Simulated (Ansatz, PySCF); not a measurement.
Reaction (SMILES): C=C[Si](O)(O)O [ethenyl(trihydroxy)silane] + C (CH4) + 3 [SiH4] (SiH4) -> C=C (C2H4) [ethene] + C[SiH3] [methylsilane] + 3 O[SiH3] [hydroxysilane]
Each molecule is optimised on its own at B3LYP-D3(BJ)/def2-TZVP (Ansatz, an electronic-structure program), one conformer each, not searched for the lowest.

Property: bond separation energy (enthalpy at 298 K, with B3LYP-D3(BJ) rigid-rotor harmonic-oscillator terms from PySCF), in kcal/mol. Valence correlation only, unless marked. No spin-orbit coupling. Non-relativistic. Basis-set limits of correlation are two-point, X^-3; Hartree-Fock from the larger set. [CCSD(T)-MP2]/basis is that difference in the basis named.

```csv
level,program,bond separation energy (kcal/mol)
HF/6-31G*,Ansatz,23.9
HF/aug-cc-pV(T+d)Z,Ansatz,18.9
PBE0-D3(BJ)/def2-TZVPD,Ansatz + dftd3,21.7
BHLYP-D3(BJ)/def2-TZVPD,Ansatz + dftd3,21.3
HSE06/def2-TZVPD,Ansatz,20.7
CCSD(T)/cc-pVTZ,Ansatz,22.8
"RI-MP2/CBS(cc-pV(T+d)Z,cc-pV(Q+d)Z)+[CCSD(T)-MP2]/cc-pV(T+d)Z",Ansatz,21.4
```
